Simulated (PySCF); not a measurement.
# What a mistake does to a calculation on AlGeH3O

These are calculations, not measurements. The program is PySCF 2.14.0, an open-source quantum chemistry code, run on an isolated molecule that a program drew, which may never have been made. The molecule is AlGeH3O (charge 0, singlet), drawn as the SMILES string `[Al][O][GeH3]`.

Each row is a Hartree-Fock (HF) and frozen-core CCSD(T) single point in the cc-pV(D+d)Z basis, meant for a local HF minimum. Run 1 is clean. Each other run has one planted mistake out of seven kinds, and not every kind appears here: one electron removed, one electron added, multiplicity raised by two, geometry at a saddle point, minimal basis STO-3G, one bond length entered in bohr, all coordinates scaled. The reference is restricted for singlets and unrestricted otherwise, and also for a bond in bohr. Adding or removing an electron swaps singlet and doublet. Electrons count all cores. HOMO and LUMO are orbital energies over both spins, the gradient is its largest component, and the lowest frequency (negative if imaginary) is given only where the gradient is small. Bond lengths are over the 5 bonds as drawn. T1 is the CCSD diagnostic: over 0.02 (restricted) or 0.045 (unrestricted) a single reference is doubtful. Germanium has the cc-pVDZ-PP basis, with a core potential (ECP10MDF) in place of its 10 inner electrons, and its 3s, 3p and 3d shells are frozen in CCSD(T).

Geometry of the clean run:
```xyz
6
AlGeH3O, angstrom
Al   -0.1108    0.6433   -3.6146
O     0.8043    0.2369   -2.2571
Ge    1.7630   -0.1879   -0.8352
H     3.0896   -0.7879   -1.3054
H     0.9791   -1.2087   -0.0079
H     2.0112    1.0825   -0.0194
```

```
run  electrons  basis functions  <S^2>  HOMO (eV)  LUMO (eV)  gradient (hartree/bohr)  lowest frequency (cm^-1)  mean bond (Å)  longest bond (Å)      T1  HF (hartree)  CCSD(T) (hartree)                          mistake
  1         56               75  0.000      -8.42       1.84                  2.0e-05                        95         1.6087             1.767  0.0170    -611.97095         -612.34477                         no fault
  2         56               75  0.000      -7.95      -0.87                  4.9e-02                         -         1.9089             3.188  0.0516    -611.79230         -612.17724  one bond length entered in bohr
  3         57               75  0.773       0.94       6.81                  5.2e-02                         -         1.6087             1.767  0.0198    -611.91940         -612.30010               one electron added
  4         56               75  2.002      -5.81      -0.09                  4.5e-03                         -         1.6087             1.767  0.0172    -611.88338         -612.22417                                ?
  5         55               75  0.753     -16.21      -7.07                  6.7e-02                         -         1.6087             1.767  0.0218    -611.68793         -612.02792                                ?
```

**Which mistake was planted in run 4, and what did it cost?**

Electrons, basis and geometry are unchanged, and <S^2> is 2.002, beside S(S+1) = 2.00 for a multiplicity of 3. So the mistake is: multiplicity raised by two. Subtracting run 1 and multiplying by 627.51 kcal/mol a hartree, the energy moved by 55.0 kcal/mol in HF and 75.7 kcal/mol in CCSD(T).

**Which mistake was planted in run 5, and what did it cost?**

It counts 55 electrons, one fewer than the clean run, at the same geometry and basis. So the mistake is: one electron removed. Subtracting run 1 and multiplying by 627.51 kcal/mol a hartree, the energy moved by 177.6 kcal/mol in HF and 198.8 kcal/mol in CCSD(T).

Cautions from the logs. Run 2: T1 is over the limit, so its CCSD(T) energy is less reliable; run 3: the HOMO is above zero, so the electron isn't bound and the energy depends on the basis.
